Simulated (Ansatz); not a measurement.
Gas-phase reaction R1 → P1 + P2, each structure at its B3LYP-D3(BJ)/def2-SVP stationary point, reached from a drawn start (curvature not checked).
R1, C6H13 (SMILES C[CH]CCCC) (charge 0, multiplicity 2):
```xyz
19

C     -2.783     0.169     0.351
C     -1.842     0.712    -0.668
C     -0.457     0.173    -0.818
C      0.528     0.680     0.262
C      1.967     0.180     0.090
C      2.137    -1.331     0.252
H     -2.577     0.564     1.370
H     -2.705    -0.930     0.429
H     -3.831     0.424     0.127
H     -2.075     1.680    -1.128
H     -0.049     0.442    -1.809
H     -0.488    -0.931    -0.779
H      0.154     0.385     1.259
H      0.523     1.784     0.249
H      2.341     0.489    -0.904
H      2.609     0.696     0.826
H      1.588    -1.893    -0.521
H      1.763    -1.669     1.233
H      3.196    -1.625     0.179
```
P1: C3H6 (SMILES C=CC), charge 0, multiplicity 1.
P2: C3H7 (SMILES [CH2]CC), charge 0, multiplicity 2.

P less R. No zero-point or thermal terms; singlets are restricted closed shells; open shells are unrestricted. One arrangement of each flexible species, with no search for the lowest.

Correlated levels freeze the cores.

The values were computed with Ansatz (Gaussian basis) for Hartree–Fock, density functionals and correlated methods. All values are computed, each at the level named.

Total energies in hartree:

```json
[
 {"structure": "R1", "PBE/def2-TZVPP": "-236.153572", "B3LYP/def2-TZVPP": "-236.512829", "CCSD(T)/cc-pVDZ": "-235.712932"},
 {"structure": "P1", "PBE/def2-TZVPP": "-117.778897", "B3LYP/def2-TZVPP": "-117.959552", "CCSD(T)/cc-pVDZ": "-117.557551"},
 {"structure": "P2", "PBE/def2-TZVPP": "-118.336574", "B3LYP/def2-TZVPP": "-118.522704", "CCSD(T)/cc-pVDZ": "-118.114364"}
]
```

Question: Work out the reaction energy at each level in kcal/mol (1 hartree = 627.50947 kcal/mol), and say how far PBE/def2-TZVPP lies from CCSD(T)/cc-pVDZ.

Answer: 
- PBE/def2-TZVPP: (-117.778897) + (-118.336574) − (-236.153572) = 0.038101 hartree = 23.91 kcal/mol
- B3LYP/def2-TZVPP: (-117.959552) + (-118.522704) − (-236.512829) = 0.030573 hartree = 19.18 kcal/mol
- CCSD(T)/cc-pVDZ: (-117.557551) + (-118.114364) − (-235.712932) = 0.041017 hartree = 25.74 kcal/mol
PBE/def2-TZVPP less CCSD(T)/cc-pVDZ: -1.83 kcal/mol. CCSD(T)/cc-pVDZ is the level counted from, the highest shown, and no exact or measured value.

Ansatz is a first-principles code.
